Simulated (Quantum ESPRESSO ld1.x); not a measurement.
The numbers below are computed, except where a source is named.
Pr2+, 57 electrons, occupied as [Xe] 4f3. Level of theory: Dirac Kohn-Sham, relativistic LDA (MacDonald-Vosko exchange, VWN5 correlation), spin-unpolarised, spherical densities, point nucleus; open shells are shared between the two j in proportion to 2j + 1 (ld1.x of Quantum ESPRESSO 7.5).

Spin-orbit splittings of the eigenvalues, e(l+1/2) - e(l-1/2), with zeta = 2 splitting/(2l+1) and mean radii in bohr:

| shell | occ. | splitting (eV) | zeta (eV) | <r> j=l-1/2 | <r> j=l+1/2 |
|---|---|---|---|---|---|
| 2p | 6 | 477.2 | 318.1 | 0.08627 | 0.09255 |
| 3p | 6 | 94.58 | 63.06 | 0.2624 | 0.2746 |
| 3d | 10 | 20.50 | 8.198 | 0.2455 | 0.2494 |
| 4p | 6 | 20.50 | 13.67 | 0.6413 | 0.6695 |
| 4d | 10 | 3.610 | 1.444 | 0.7225 | 0.7326 |
| 4f | 3 | 0.3513 | 0.1004 | 1.128 | 1.144 |
| 5p | 6 | 2.848 | 1.898 | 1.695 | 1.780 |
| 5d | 0 | 0.2438 | 0.09753 | 2.593 | 2.632 |
